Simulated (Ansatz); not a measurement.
`C=CC1C[SiH2]1` and `FC1C[SiH2]1` differ in one atom or group.

Ansatz, PBE0-D4/def2-TZVP geometries, multiplicity 1. Each molecule was computed in one conformer, which needn't be the lowest.

```
                                                                                  property  `C=CC1C[SiH2]1`
ideal-gas entropy at 298 K and 1 bar (rigid rotor, harmonic PBE0-D4/def2-TZVP) / J/(mol·K)              323
                                        size of the dipole moment (ωB97M-V/def2-TZVPP) / D             0.78
                                                       LUMO energy (B3LYP/def2-TZVPP) / eV            -0.38
                                            size of the dipole moment (PBE/def2-TZVPP) / D             0.71
                                                         HOMO energy (PBE/def2-TZVPP) / eV            -5.36
                                                       HOMO–LUMO gap (PBE/def2-TZVPP) / eV             4.32
```

Question: Give the same properties after the change, and the shifts. (An estimate is asked.)

Answer: Computed: 
| property | `FC1C[SiH2]1` | shift |
| --- | --- | --- |
| ideal-gas entropy at 298 K and 1 bar (rigid rotor, harmonic PBE0-D4/def2-TZVP) / J/(mol·K) | 294 | -29 |
| size of the dipole moment (ωB97M-V/def2-TZVPP) / D | 1.82 | 1.04 |
| LUMO energy (B3LYP/def2-TZVPP) / eV | -0.26 | 0.12 |
| size of the dipole moment (PBE/def2-TZVPP) / D | 1.58 | 0.87 |
| HOMO energy (PBE/def2-TZVPP) / eV | -5.87 | -0.51 |
| HOMO–LUMO gap (PBE/def2-TZVPP) / eV | 5.04 | 0.72 |

With PBE0 the HOMO falls by 0.73 eV and the LUMO rises by 0.15 eV, so the gap widens by about 0.88 eV. PBE moves the HOMO by -0.51 eV and ωB97M-V by -0.83 eV. The zero-point energy changes by -108.3 kJ/mol with -12 modes. Dipoles are sizes alone; their direction can turn.

Positive LUMOs are unbound, so they and the gaps depend on the basis.

B3LYP here is the variant with VWN-RPA as its local correlation; programs differ in this.
